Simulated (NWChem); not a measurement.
Species: CCl2GaNO; SMILES O=C=[N][Ga]([Cl])[Cl]

```xyz
6

Ga    -0.0351     0.3298     0.0038
Cl    -1.9648     1.2048     0.0083
Cl     1.6917     1.5587     0.0023
N      0.1364    -1.4542     0.0030
C      0.2467    -2.6492    -0.0018
O      0.3538    -3.8104    -0.0060
```
Atoms are numbered in this order, from 1.

Program: NWChem. All runs use the structure optimised with PBE0/def2-SVP. Vzz is the largest principal value of the second derivative of the potential at the nucleus (NWChem prints the opposite sign); η is the asymmetry. Non-relativistic.

### Question
Estimate the computed values for PBE0/def2-SVP. Quantities: Vzz Ga1 (a.u.); η Ga1; Vzz Cl2 (a.u.); η Cl2; Vzz Cl3 (a.u.); η Cl3; Vzz N4 (a.u.); η N4.

### Answer
```json
{
  "Vzz Ga1 (a.u.)": "1.656",
  "η Ga1": "0.07",
  "Vzz Cl2 (a.u.)": "2.044",
  "η Cl2": "0.23",
  "Vzz Cl3 (a.u.)": "2.046",
  "η Cl3": "0.23",
  "Vzz N4 (a.u.)": "0.486",
  "η N4": "0.20"
}
```
